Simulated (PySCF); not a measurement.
PySCF 2.14 output of an unrestricted r2SCAN calculation on a single atom or ion in aug-cc-pVTZ with one added diffuse shell each of s, p, d, f, g type (9s8p6d4f3g, 118 functions), with the non-relativistic Hamiltonian (point nucleus):

```
SCF conv_tol = 1e-09
number electrons alpha = 15  beta = 11
    J. W. Furness, A. D. Kaplan, J. Ning, J. P. Perdew, and J. Sun.,  J. Phys. Chem. Lett. 11, 8208-8215 (2020)
    J. W. Furness, A. D. Kaplan, J. Ning, J. P. Perdew, and J. Sun.,  J. Phys. Chem. Lett. 11, 9248-9248 (2020)
    J. W. Furness, A. D. Kaplan, J. Ning, J. P. Perdew, and J. Sun.,  J. Phys. Chem. Lett. 11, 8208-8215 (2020)
    J. W. Furness, A. D. Kaplan, J. Ning, J. P. Perdew, and J. Sun.,  J. Phys. Chem. Lett. 11, 9248-9248 (2020)
cycle= 1 E= -1506.82227098001  delta_E= -0.0119  |g|= 0.0555  |ddm|= 0.558
cycle= 2 E= -1506.82237358339  delta_E= -0.000103  |g|= 0.0628  |ddm|= 0.257
cycle= 3 E= -1506.82292936008  delta_E= -0.000556  |g|= 0.00676  |ddm|= 0.0491
cycle= 4 E= -1506.82296661007  delta_E= -3.72e-05  |g|= 0.00327  |ddm|= 0.0358
cycle= 5 E= -1506.8229720876  delta_E= -5.48e-06  |g|= 0.00035  |ddm|= 0.0127
cycle= 6 E= -1506.82297212816  delta_E= -4.06e-08  |g|= 0.000101  |ddm|= 0.00405
cycle= 7 E= -1506.822972132  delta_E= -3.84e-09  |g|= 9.61e-06  |ddm|= 0.000294
cycle= 8 E= -1506.82297213202  delta_E= -1.91e-11  |g|= 5.21e-07  |ddm|= 2.48e-05
converged SCF energy = -1506.82297213202  <S^2> = 6.0013772  2S+1 = 5.0005509
```

The run itself started from symmetry-adapted Hartree-Fock orbitals and held the occupation by maximum overlap, on a logarithmic radial grid, so the iterations belong to that start.

Question: Which element, charge and spin multiplicity is this?

Answer: Ni²⁺ (nickel, charge +2), multiplicity 5; the state was [Ar] 3d7 4p1, one real determinant (an excited configuration).

⟨L²⟩ = 13.92 against 20 for a pure G term, so this real determinant mixes terms.
